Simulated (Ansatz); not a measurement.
Reaction (formal exchange of groups at a B–C bond): `BC([SiH3])[SiH2]Cl` + `C=[CH][AlH2]` → `B[C](=C)[AlH2]` + `[SiH3]C[SiH2]Cl`

Gas-phase electronic energies from Ansatz, PBE0-D4/def2-TZVP geometries. CCSD(T)/CBS adds triple-zeta CCSD(T) − MP2 to the extrapolated MP2 energy (def2 sets, frozen cores). DFT in def2-TZVPP. B3LYP here is the variant with VWN-RPA as its local correlation; programs differ in this. One conformer a species, not always the lowest.

CCSD(T)/CBS gives +11.8 kJ/mol.

(1) Another level gave +8.2 kJ/mol. Which?
A. B3LYP/def2-TZVPP
B. B3LYP-D4/def2-TZVPP
C. PBE0-D4/def2-TZVPP
D. HF/def2-TZVPP

Largest T1 diagnostic among the species: 0.011.

Answers

(1) B. B3LYP-D4 8.2, PBE0-D4 12.8, B3LYP 3.3, HF/def2-TZVPP -3.6 kJ/mol.

The D4 term adds +4.9 kJ/mol with B3LYP and +2.7 kJ/mol with PBE0; it sums over pairs of atoms, weighted by their polarisabilities, and B3LYP, whose exchange is more repulsive, gets the larger term. In def2-TZVPP, CCSD(T) changes the Hartree–Fock value by +15.0 kJ/mol (the triples alone add +1.4 kJ/mol) and MP2 by +15.4 kJ/mol.
